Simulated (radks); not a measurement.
The table gives one normalised radial function P(r) = r R(r) of Dy12+ in [Kr] 4d10 4f6 5s2 (r in bohr). Calculated with a radial shooting solver on a logarithmic mesh with Libxc functionals: scalar-relativistic Kohn-Sham, r2SCAN, spin-polarised, spherical densities, finite nucleus; open shells are filled with parallel spins first (spin-orbit coupling, left out, can overturn this in heavy ions); meta-GGA in the generalised Kohn-Sham scheme; Fermi nuclear charge, rms radius 5.2218 fm.

r,P
0.002521,0.0142
0.002888,0.0179
0.003309,0.0225
0.003791,0.0283
0.004309,0.0350
0.004936,0.0439
0.005656,0.0550
0.006428,0.0677
0.007364,0.0843
0.008437,0.1045
0.009666,0.1289
0.01099,0.1563
0.01259,0.1906
0.01442,0.2307
0.01639,0.2737
0.01878,0.3249
0.02151,0.3807
0.02465,0.4394
0.02801,0.4945
0.03209,0.5487
0.03677,0.5925
0.04179,0.6172
0.04788,0.6175
0.05485,0.5814
0.06284,0.4999
0.07142,0.3761
0.08183,0.1937
0.09375,-0.0345
0.1066,-0.2755
0.1221,-0.5320
0.1399,-0.7502
0.1602,-0.8851
0.1821,-0.8976
0.2086,-0.7615
0.239,-0.4673
0.2717,-0.0705
0.3113,0.4227
0.3566,0.9089
0.4086,1.3006
0.4643,1.5204
0.532,1.5662
0.6095,1.4343
0.6927,1.1961
0.7936,0.8894
0.9093,0.5927
1.042,0.3515
1.184,0.1916
1.356,0.0882
1.554,0.0352
1.766,0.0128
2.024,0.0036
2.318,0.0008
2.656,0.0002
3.019,0.0000
3.459,0.0000

Which n and l does it have? It may be an empty orbital.

Answer. n = 4, l = 1: the number of nodes gives n - l - 1 = 2, the rise at small r (about r^(l+1), flatter next to the nucleus through relativity) gives l, and the extent must fit the shell. The curve is that of 4p down; the table hardly tells the two spins apart. 4p down: eigenvalue -521.94 eV, 2 radial nodes at r = 0.0920, 0.277 bohr, <r> = 0.554 bohr, 90 % of the charge inside 0.802 bohr.
